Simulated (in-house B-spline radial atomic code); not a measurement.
**Binding energies in Gd III (Gd2+)**

NIST's tabulated ground configuration is [Xe] 4f7 5d1; each binding energy is the energy of the ion with one electron taken from that subshell, relaxed, less that of the parent. Method: Dirac-Hartree-Fock, average of configuration, Fermi nucleus of rms radius 5.1569 fm. Calculated with a radial B-spline atomic code at the basis-set limit. Energies include first-order Breit, QED and recoil terms.

```tsv
subshell	X-ray name	binding energy (eV)	-ε (eV)	relaxation (eV)
1s	K	50263.1	50556.9	78.0
2s	L1	8408	8477.6	44.8
2p1/2	L2	7957.4	8030.5	48.8
2p3/2	L3	7269.6	7332.7	46.7
3s	M1	1912.9	1941.3	23.7
3p3/2	M3	1575.3	1601.4	23.4
4s	N1	415.2	425.8	9.6
4p1/2	N2	338.3	348.4	9.3
4p3/2	N3	306.5	315.7	8.7
5s	O1	72.82	74.54	1.58
5p1/2	O2	49.29	50.71	1.32
5p3/2	O3	44.87	46.05	1.14
4f	N6,7	27.65	33.13	5.62
5d	O4,5	18.92	19.16	0.25
```

Relaxation = -ε minus the binding energy without Breit, QED and recoil terms.

Emission lines follow as differences of binding energies, with λ = 12398.42 eV·Å / E:

```csv
line,holes,energy (eV),wavelength (Å)
K-L3,1s → 2p3/2,42993.5,0.28838
K-L2,1s → 2p1/2,42305.7,0.29307
K-M3,1s → 3p3/2,48687.8,0.25465
L1-M3,2s → 3p3/2,6832.7,1.8146
L3-M1,2p3/2 → 3s,5356.7,2.3146
```

Problem. What screening constant σ does Moseley's law, E = (3/4)·13.6057 eV·(Z - σ)², need for K-L3?

Solution. σ = -0.91.

Moseley's non-relativistic formula needs a falling, then negative, screening constant for heavy elements, because relativity binds the 1s electron more strongly than the formula allows.
